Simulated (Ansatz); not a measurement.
`[SiH3]C(Br)Br` and `BrC(Br)I` differ in one atom or group.

Ansatz, PBE0-D4/def2-TZVP geometries, multiplicity 1. 

Elements past krypton have def2 core potentials. Scalar relativity is left out up to krypton.

```csv
property,`[SiH3]C(Br)Br`
LUMO energy (PBE/def2-TZVPP) / eV,-2.20
HOMO energy (ωB97M-V/def2-TZVPP) / eV,-10.17
LUMO energy (B3LYP/def2-TZVPP) / eV,-1.48
size of the dipole moment (B3LYP/def2-TZVPP) / D,1.39
HOMO–LUMO gap (PBE/def2-TZVPP) / eV,4.51
HOMO energy (PBE0/def2-TZVPP) / eV,-7.96
```

Task: Give the same properties after the change, and the shifts. (An estimate is asked.)

Result: The calculation gave: 
| property | `BrC(Br)I` | shift |
| --- | --- | --- |
| LUMO energy (PBE/def2-TZVPP) / eV | -3.09 | -0.89 |
| HOMO energy (ωB97M-V/def2-TZVPP) / eV | -9.81 | 0.36 |
| LUMO energy (B3LYP/def2-TZVPP) / eV | -2.45 | -0.97 |
| size of the dipole moment (B3LYP/def2-TZVPP) / D | 0.84 | -0.55 |
| HOMO–LUMO gap (PBE/def2-TZVPP) / eV | 3.38 | -1.13 |
| HOMO energy (PBE0/def2-TZVPP) / eV | -7.66 | 0.30 |

With PBE0 the HOMO rises by 0.30 eV and the LUMO falls by 0.99 eV, so the gap narrows by about 1.29 eV. PBE moves the HOMO by 0.22 eV and ωB97M-V by 0.36 eV. Dipoles are sizes alone; their direction can turn.

B3LYP here is the variant with VWN-RPA as its local correlation; programs differ in this.

Spin–orbit coupling is left out; it splits and shifts lone-pair levels of the heavy atoms by tenths of an eV.
